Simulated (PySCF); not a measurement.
Job for PySCF: R-M06-2X/6-31G* on H2O (SMILES O).

```python
from pyscf import gto, scf, dft, mp
from pyscf.data.elements import chemcore

mol = gto.M(
    atom='''
    O    -0.21921492    0.30778628    0.17249084
    H     0.30394542    0.10224478    0.96662942
    H     0.12508768   -0.26414696   -0.51973432
    ''',
    basis='6-31g*',
    cart=True,
    charge=0, spin=0, verbose=3, max_memory=1800)
mf = dft.RKS(mol, xc='m062x')
mf.conv_tol = 1e-8
mf.max_cycle = 100
mf.kernel()
if not mf.converged:
    mf = mf.newton().run(mf.mo_coeff, mf.mo_occ)
```

The log:

```
converged SCF energy = -76.3732759642765
```

The run converged.

Cost: very roughly 0.8 core-seconds.
